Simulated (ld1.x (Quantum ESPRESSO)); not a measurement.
## lutetium (Lu): one change to a TM potential, before and after

ld1.x (Quantum ESPRESSO) 7.5 input, shortened:

```
&input
   title='Lu', zed=71., rel=1, dft='PBE', iswitch=3,
   config='[Xe] 4f14 5d1 6s2 6p0'
 /
 &inputp
   pseudotype=2, tm=.true., lloc=-2, rcloc=1.45,
   nlcc=.true., new_core_ps=.true.
 /
3
6S  1  0   2.00   0.00  3.00  3.00  0.0
6P  2  1   0.00   0.00  4.20  4.20  0.0
5D  3  2   1.00   0.00  1.80  1.80  0.0
 &test
   configts(1)='5d1 6s2 6p0'
 /
```

All-electron outer shells of the reference configuration (PBE, scalar-relativistic, ld1.x):

```
shell  level (eV)  outermost node (bohr)  outermost maximum (bohr)
   5p      -31.66                   0.61                      1.19
   4f       -9.62                      –                      0.47
   6s       -4.66                   1.41                      3.08
   5d       -1.75                   0.68                      1.84
   6p       -1.34                   1.73                      4.26
```

Change: all radii but the core radius scaled by about 1.22 (s 3.66, p 5.14, d 2.20 bohr); local potential all-electron potential smoothed inside 1.78 bohr (lloc = -2).

Cutoffs: the cutoffs (Ry, on a coarse ladder) from which the occupation-weighted sum of valence levels, in a spherical-Bessel basis at the reference potential, stays within 10 and 1 mRy of its value at 400 Ry; they do not see the model core or the augmentation charge, which bear on the density cutoff. Errors are all-electron minus pseudo energies relative to the spin-unpolarised reference configuration.

Predict the effect on cutoff, ghosts and configuration errors.

The potential gets neither clearly harder nor softer (18 Ry and 25 Ry → 18 Ry and 25 Ry); the bound ghosts move from p, s to s; the number of tests that count goes from 6 to 7; of the 6 tests that both files solve, the error grows in 3 and shrinks in 3 by more than 15 % and 0.3 meV (median size 20.0 → 15.6 meV).

| quantity | base | changed |
| --- | --- | --- |
| cutoff, loose | 18 Ry | 18 Ry |
| cutoff, tight | 25 Ry | 25 Ry |
| loose cutoff by channel (10 mRy a level) | s 6 Ry, d 18 Ry | s 8 Ry, d 18 Ry |
| bound ghosts | s, p | s |
| tests counted (converged, no solver errors) | 6 of 7 | 7 of 7 |
| error for 5d1 6s1 6p0, meV [ΔE 7.37 eV] | -8.7 | -12 |
| error for 5d1 6s0 6p0, meV [ΔE 20.64 eV] | -56 | -72 |
| error for 5d1 6s1.5 6p0, meV [ΔE 2.99 eV] | -2.2 | -2.7 |
| error for 5d1 6s0 6p2, meV [ΔE 7.03 eV] | -31 | +19 |
| error for 5d1 6s1 6p1, meV [ΔE 3.42 eV] | -6.7 | -1.5 |
| error for 5d2 6s0 6p0, meV [ΔE 9.89 eV] | -80 | -55 |

Base: Tests not counted: 5d0 6s2 6p1 (solver errors, printed error -39.1 eV). A true bound ghost makes a file unfit for plane-wave use even where its test errors are small: the radial tests pick states by their node count and pass the ghost by. Where a test does run into it, the solver fails or the error is huge.
